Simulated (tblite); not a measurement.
A geometry optimisation, step by step.

BH9NPSi2.
Bonds: Si1–N2, N2–Si3, N2–B4, B4–P5. Hydrogens: H6, H7, H8 on Si1; H9, H10, H11 on Si3; H12 on B4; H13, H14 on P5.

Computed with GFN2-xTB (tblite), gas phase: L-BFGS steps from a force-field or distance-geometry start until the largest atomic force falls under 0.01 eV/Å. 13 of its 163 geometries are shown.

Step 0: E = -400.4799 eV, largest atomic force 2.251 eV/Å
```
atom  x, y, z in Å  |  force x, y, z in eV/Å
Si1    -1.353   -1.264    0.384    0.062  -0.195   0.399
N2     -0.179    0.028    0.798    0.329   0.111  -2.224
Si3    -1.045    1.567    0.700    0.432   0.353   0.221
B4      1.004   -0.017   -0.165   -0.826  -1.227   1.131
P5      2.722   -0.364    0.644    0.475   0.752   1.812
H6     -2.630   -1.090    1.120    0.469   0.105  -0.065
H7     -1.668   -1.229   -1.049   -0.012  -0.019  -0.009
H8     -0.803   -2.587    0.708    0.146   0.217   0.028
H9     -2.330    1.421    0.019   -0.091   0.083   0.004
H10    -1.234    2.212    2.009    0.097  -0.369  -0.064
H11    -0.232    2.473   -0.119    0.033   0.077  -0.022
H12     0.850   -0.347   -1.284   -0.190   0.282  -0.017
H13     3.328   -1.582    0.186   -0.321   1.241  -0.817
H14     3.570    0.778    0.306   -0.604  -1.411  -0.376
```

Step 14: E = -401.7849 eV, largest atomic force 0.256 eV/Å
```
atom  x, y, z in Å  |  force x, y, z in eV/Å
Si1    -1.380   -1.328    0.311    0.042   0.024   0.082
N2     -0.314    0.045    0.468    0.201   0.022  -0.157
Si3    -0.987    1.641    0.639    0.084  -0.014   0.107
B4      0.994   -0.167   -0.045    0.056  -0.049  -0.037
P5      2.651   -0.323    0.956   -0.072   0.160  -0.070
H6     -2.484   -1.021    1.204   -0.132  -0.011   0.045
H7     -1.780   -1.435   -1.088   -0.123  -0.115  -0.128
H8     -0.662   -2.519    0.743    0.083  -0.107   0.013
H9     -2.320    1.582    0.055   -0.165   0.085  -0.079
H10    -1.070    1.979    2.055    0.055   0.011   0.137
H11    -0.153    2.582   -0.098    0.091   0.071  -0.020
H12     1.150   -0.374   -1.192   -0.145  -0.024  -0.146
H13     3.088   -1.318    0.080    0.072   0.058   0.141
H14     3.267    0.657    0.171   -0.046  -0.111   0.113
```

Step 27: E = -401.9203 eV, largest atomic force 0.172 eV/Å
```
atom  x, y, z in Å  |  force x, y, z in eV/Å
Si1    -1.391   -1.366    0.259   -0.071  -0.023  -0.008
N2     -0.395    0.067    0.149    0.024  -0.029   0.042
Si3    -0.905    1.656    0.666   -0.036   0.058  -0.042
B4      0.939   -0.207   -0.249    0.021   0.066  -0.079
P5      2.432   -0.168    0.983    0.059   0.046   0.127
H6     -2.444   -1.040    1.213   -0.015   0.027   0.039
H7     -1.969   -1.739   -1.035    0.054   0.074  -0.070
H8     -0.550   -2.471    0.733   -0.030   0.006   0.018
H9     -2.258    1.836    0.133   -0.001  -0.075   0.059
H10    -0.859    1.802    2.122   -0.001  -0.055   0.021
H11    -0.031    2.646    0.030    0.086  -0.060   0.006
H12     1.159   -0.530   -1.355   -0.023  -0.157  -0.066
H13     3.109   -1.221    0.377   -0.082   0.005   0.004
H14     3.163    0.734    0.232    0.016   0.117  -0.050
```

Step 40: E = -402.0059 eV, largest atomic force 0.437 eV/Å
```
atom  x, y, z in Å  |  force x, y, z in eV/Å
Si1    -1.435   -1.345    0.192   -0.039  -0.038   0.023
N2     -0.403    0.057    0.029   -0.137  -0.101   0.035
Si3    -0.835    1.611    0.714    0.126  -0.119  -0.029
B4      0.921   -0.251   -0.334    0.067   0.014   0.086
P5      2.324    0.123    0.933    0.376  -0.059  -0.214
H6     -2.436   -0.974    1.187   -0.096   0.027  -0.079
H7     -1.963   -1.675   -1.129   -0.053  -0.032  -0.032
H8     -0.646   -2.451    0.750   -0.037  -0.034  -0.075
H9     -2.200    1.824    0.249   -0.086   0.068  -0.013
H10    -0.746    1.596    2.171   -0.001   0.014   0.067
H11     0.121    2.532    0.107   -0.003   0.148   0.016
H12     1.157   -0.914   -1.276   -0.078  -0.016   0.034
H13     2.998   -1.040    0.543    0.062   0.228   0.188
H14     3.142    0.906    0.122   -0.101  -0.101  -0.007
```

Step 54: E = -402.3185 eV, largest atomic force 0.201 eV/Å
```
atom  x, y, z in Å  |  force x, y, z in eV/Å
Si1    -1.605   -1.313    0.049   -0.060  -0.032  -0.009
N2     -0.317   -0.123    0.238   -0.066  -0.009  -0.145
Si3    -0.731    1.489    0.836   -0.021   0.083  -0.013
B4      1.005   -0.469   -0.056    0.026  -0.009   0.002
P5      2.457    0.633    0.618   -0.081  -0.067  -0.121
H6     -2.736   -0.833    0.849    0.093  -0.042  -0.048
H7     -1.987   -1.462   -1.360    0.065   0.093   0.016
H8     -1.101   -2.586    0.562   -0.005  -0.011   0.028
H9     -2.097    1.762    0.380   -0.007  -0.074   0.008
H10    -0.641    1.417    2.287    0.003   0.035   0.142
H11     0.142    2.504    0.255    0.073  -0.050  -0.032
H12     1.230   -1.465   -0.652    0.021   0.141   0.141
H13     3.308   -0.434    0.857    0.046  -0.003  -0.001
H14     3.072    0.878   -0.606   -0.087  -0.055   0.032
```

Step 68: E = -402.3562 eV, largest atomic force 0.117 eV/Å
```
atom  x, y, z in Å  |  force x, y, z in eV/Å
Si1    -1.605   -1.301   -0.008   -0.010   0.043   0.083
N2     -0.312   -0.135    0.279   -0.104  -0.002   0.054
Si3    -0.738    1.479    0.865    0.034   0.013  -0.028
B4      1.018   -0.511    0.096   -0.019  -0.036  -0.026
P5      2.462    0.692    0.519    0.025   0.057  -0.021
H6     -2.752   -0.825    0.771    0.038  -0.062  -0.066
H7     -1.878   -1.312   -1.446   -0.007  -0.023   0.005
H8     -1.175   -2.607    0.495    0.002   0.026  -0.054
H9     -2.117    1.703    0.427    0.005   0.006   0.004
H10    -0.627    1.459    2.321   -0.001  -0.008   0.047
H11     0.157    2.449    0.248    0.004   0.058  -0.052
H12     1.265   -1.578   -0.326    0.017  -0.033   0.022
H13     3.394   -0.290    0.817    0.024  -0.013  -0.075
H14     2.906    0.776   -0.800   -0.007  -0.025   0.109
```

Step 81: E = -402.3723 eV, largest atomic force 0.072 eV/Å
```
atom  x, y, z in Å  |  force x, y, z in eV/Å
Si1    -1.586   -1.286   -0.035   -0.009  -0.034  -0.059
N2     -0.315   -0.129    0.352    0.028  -0.024   0.006
Si3    -0.729    1.512    0.865   -0.022  -0.009   0.007
B4      1.013   -0.548    0.244    0.007  -0.030  -0.014
P5      2.481    0.666    0.505    0.002   0.054   0.025
H6     -2.782   -0.893    0.700   -0.028   0.030   0.034
H7     -1.790   -1.238   -1.485   -0.030   0.019  -0.015
H8     -1.143   -2.614    0.378   -0.006  -0.016   0.025
H9     -2.124    1.702    0.466   -0.009   0.004  -0.020
H10    -0.606    1.550    2.325    0.053   0.008  -0.048
H11     0.127    2.473    0.171    0.001  -0.033   0.015
H12     1.250   -1.669   -0.023   -0.003   0.026   0.011
H13     3.455   -0.307    0.651    0.047  -0.007  -0.027
H14     2.748    0.779   -0.856   -0.030   0.010   0.058
```

Step 94: E = -402.4128 eV, largest atomic force 0.219 eV/Å
```
atom  x, y, z in Å  |  force x, y, z in eV/Å
Si1    -1.588   -1.283   -0.088   -0.187   0.000   0.103
N2     -0.305   -0.174    0.376    0.159  -0.078  -0.081
Si3    -0.676    1.498    0.776   -0.010  -0.010   0.024
B4      1.021   -0.634    0.418   -0.075   0.056  -0.006
P5      2.508    0.535    0.666   -0.048  -0.042   0.210
H6     -2.786   -0.941    0.687    0.075   0.021  -0.024
H7     -1.840   -1.111   -1.523    0.048  -0.020   0.012
H8     -1.158   -2.632    0.265    0.006  -0.026  -0.068
H9     -2.096    1.655    0.462    0.038   0.059   0.014
H10    -0.382    1.630    2.202   -0.029   0.070   0.042
H11     0.157    2.388   -0.033   -0.039   0.027  -0.042
H12     1.223   -1.784    0.360    0.060  -0.113  -0.022
H13     3.491   -0.338    0.234    0.007   0.038  -0.049
H14     2.430    1.190   -0.544   -0.006   0.019  -0.113
```

Step 108: E = -402.4302 eV, largest atomic force 0.064 eV/Å
```
atom  x, y, z in Å  |  force x, y, z in eV/Å
Si1    -1.608   -1.291   -0.064    0.014   0.020  -0.040
N2     -0.289   -0.202    0.361   -0.061   0.014   0.014
Si3    -0.650    1.482    0.744    0.013  -0.009  -0.005
B4      1.030   -0.676    0.392    0.049   0.000   0.005
P5      2.504    0.472    0.764    0.016   0.001   0.011
H6     -2.762   -0.913    0.750    0.010  -0.011   0.009
H7     -1.870   -1.105   -1.495   -0.016  -0.001   0.008
H8     -1.196   -2.663    0.221    0.001   0.015   0.006
H9     -2.072    1.665    0.458   -0.005  -0.006   0.007
H10    -0.340    1.693    2.158    0.010  -0.010  -0.009
H11     0.142    2.354   -0.125   -0.017   0.000  -0.015
H12     1.242   -1.823    0.257   -0.011  -0.012   0.001
H13     3.494   -0.293    0.173   -0.017   0.017   0.003
H14     2.376    1.299   -0.338    0.015  -0.018   0.005
```

Step 122: E = -402.4391 eV, largest atomic force 0.087 eV/Å
```
atom  x, y, z in Å  |  force x, y, z in eV/Å
Si1    -1.610   -1.272   -0.078   -0.046  -0.003   0.052
N2     -0.270   -0.212    0.348    0.028  -0.027   0.028
Si3    -0.634    1.485    0.652   -0.061  -0.035   0.051
B4      1.037   -0.720    0.435   -0.009   0.057  -0.010
P5      2.551    0.335    0.897   -0.019   0.051  -0.066
H6     -2.715   -0.959    0.835    0.057  -0.040  -0.048
H7     -1.964   -0.982   -1.469   -0.014  -0.002  -0.019
H8     -1.169   -2.651    0.095   -0.018  -0.016  -0.017
H9     -2.089    1.608    0.546    0.041   0.016   0.030
H10    -0.155    1.803    1.998    0.019   0.020  -0.064
H11    -0.012    2.296   -0.396    0.046   0.029  -0.018
H12     1.221   -1.874    0.304   -0.002   0.016  -0.002
H13     3.457   -0.272    0.043   -0.025   0.003   0.037
H14     2.351    1.414    0.049    0.003  -0.068   0.044
```

Step 135: E = -402.4476 eV, largest atomic force 0.048 eV/Å
```
atom  x, y, z in Å  |  force x, y, z in eV/Å
Si1    -1.602   -1.276   -0.108   -0.007   0.000  -0.002
N2     -0.271   -0.219    0.359   -0.023  -0.002   0.003
Si3    -0.622    1.490    0.613   -0.015  -0.014  -0.024
B4      1.028   -0.732    0.491   -0.002  -0.006   0.005
P5      2.548    0.307    0.956   -0.029   0.027   0.026
H6     -2.682   -1.049    0.852   -0.027   0.007   0.016
H7     -2.000   -0.898   -1.468    0.006   0.004   0.007
H8     -1.157   -2.664   -0.052    0.016   0.031  -0.013
H9     -2.077    1.612    0.686   -0.006  -0.019   0.007
H10     0.014    1.909    1.859    0.027  -0.007   0.037
H11    -0.119    2.253   -0.534    0.008  -0.017  -0.028
H12     1.204   -1.891    0.392    0.006   0.012  -0.014
H13     3.415   -0.263    0.045    0.042  -0.023   0.000
H14     2.319    1.420    0.169    0.003   0.007  -0.020
```

Step 148: E = -402.4542 eV, largest atomic force 0.067 eV/Å
```
atom  x, y, z in Å  |  force x, y, z in eV/Å
Si1    -1.605   -1.260   -0.126   -0.045   0.015  -0.038
N2     -0.281   -0.223    0.393   -0.008  -0.028  -0.022
Si3    -0.628    1.486    0.629   -0.006   0.032  -0.003
B4      1.021   -0.728    0.527    0.015   0.017  -0.008
P5      2.519    0.361    0.958   -0.003  -0.043   0.051
H6     -2.700   -1.093    0.832    0.026   0.003  -0.002
H7     -1.998   -0.826   -1.471   -0.005   0.019   0.023
H8     -1.128   -2.634   -0.156    0.014  -0.055   0.020
H9     -2.076    1.604    0.803    0.025  -0.016   0.017
H10     0.109    1.928    1.812   -0.022   0.011  -0.009
H11    -0.211    2.190   -0.588   -0.002   0.032   0.000
H12     1.209   -1.884    0.439    0.001  -0.007   0.006
H13     3.442   -0.297    0.165    0.011   0.002   0.005
H14     2.325    1.376    0.042   -0.002   0.018  -0.042
```

Step 162: E = -402.4579 eV, largest atomic force 0.007 eV/Å
```
atom  x, y, z in Å  |  force x, y, z in eV/Å
Si1    -1.604   -1.253   -0.144    0.003   0.000  -0.003
N2     -0.278   -0.216    0.369   -0.003   0.001  -0.001
Si3    -0.637    1.492    0.617    0.000  -0.002   0.001
B4      1.021   -0.723    0.526   -0.002  -0.004  -0.004
P5      2.508    0.371    0.981    0.002   0.002   0.006
H6     -2.672   -1.122    0.848    0.002   0.000   0.004
H7     -2.035   -0.777   -1.462   -0.002   0.001   0.005
H8     -1.116   -2.625   -0.214    0.000  -0.001  -0.004
H9     -2.069    1.572    0.901   -0.002   0.001  -0.003
H10     0.160    1.966    1.747   -0.002   0.000  -0.001
H11    -0.318    2.204   -0.625    0.002  -0.002   0.001
H12     1.206   -1.881    0.446   -0.003   0.002   0.003
H13     3.468   -0.334    0.279    0.005  -0.002  -0.002
H14     2.367    1.327   -0.009    0.000   0.003  -0.002
```

Task: Summarise the path.

Result: The energy falls by 1.9780 eV from step 0 to step 162; nine tenths of that is first reached at step 50. It rises by more than 0.2 meV at steps 95 and 123. The largest force goes from 2.251 to 0.007 eV/Å. Among the bonds N2–B4 changes most, from 1.526 to 1.403 Å; the atoms move by 1.072 Å rms after alignment.

Task: Follow the three bonds and two angles with the largest change from start to end.

Result: 
| step | E above end (eV) | largest force (eV/Å) | N2–B4 (Å) | P5–H14 (Å) | P5–H13 (Å) | H13–P5–H14 (°) | B4–P5–H13 (°) |
| --- | --- | --- | --- | --- | --- | --- | --- |
| 0 | 1.9780 | 2.251 | 1.526 | 1.461 | 1.436 | 110.1 | 113.2 |
| 7 | 0.8519 | 0.651 | 1.441 | 1.403 | 1.362 | 86.8 | 95.6 |
| 14 | 0.6730 | 0.256 | 1.421 | 1.398 | 1.396 | 90.5 | 90.0 |
| 21 | 0.5915 | 0.449 | 1.427 | 1.388 | 1.415 | 90.8 | 91.7 |
| 28 | 0.5329 | 0.219 | 1.419 | 1.385 | 1.397 | 90.0 | 94.4 |
| 35 | 0.4914 | 0.310 | 1.416 | 1.375 | 1.376 | 91.3 | 93.9 |
| 42 | 0.4146 | 0.442 | 1.401 | 1.389 | 1.400 | 91.2 | 90.2 |
| 49 | 0.2119 | 0.410 | 1.394 | 1.389 | 1.391 | 91.3 | 93.5 |
| 56 | 0.1288 | 0.212 | 1.394 | 1.392 | 1.391 | 90.3 | 94.5 |
| 63 | 0.1104 | 0.088 | 1.397 | 1.386 | 1.386 | 90.7 | 96.0 |
| 70 | 0.0971 | 0.125 | 1.395 | 1.391 | 1.386 | 91.0 | 96.3 |
| 77 | 0.0891 | 0.088 | 1.396 | 1.391 | 1.389 | 91.4 | 95.2 |
| 85 | 0.0755 | 0.139 | 1.402 | 1.387 | 1.386 | 91.1 | 96.9 |
| 92 | 0.0567 | 0.134 | 1.403 | 1.388 | 1.389 | 92.7 | 96.6 |
| 99 | 0.0341 | 0.105 | 1.400 | 1.384 | 1.384 | 92.8 | 97.9 |
| 106 | 0.0288 | 0.050 | 1.402 | 1.383 | 1.385 | 93.3 | 98.0 |
| 113 | 0.0267 | 0.079 | 1.404 | 1.384 | 1.385 | 93.0 | 97.8 |
| 120 | 0.0227 | 0.111 | 1.403 | 1.386 | 1.386 | 93.3 | 97.7 |
| 127 | 0.0159 | 0.057 | 1.404 | 1.383 | 1.383 | 93.8 | 97.8 |
| 134 | 0.0109 | 0.047 | 1.404 | 1.383 | 1.382 | 93.5 | 96.8 |
| 141 | 0.0074 | 0.059 | 1.404 | 1.384 | 1.382 | 93.3 | 97.0 |
| 148 | 0.0037 | 0.067 | 1.403 | 1.381 | 1.383 | 93.6 | 97.1 |
| 155 | 0.0011 | 0.030 | 1.403 | 1.383 | 1.383 | 93.4 | 97.4 |
| 162 | 0.0000 | 0.007 | 1.403 | 1.383 | 1.383 | 93.4 | 97.4 |

What follows is the cost of the whole relaxation. The run took 1.1 s wall on one thread, Arm Neoverse V1 (aarch64), shared host.
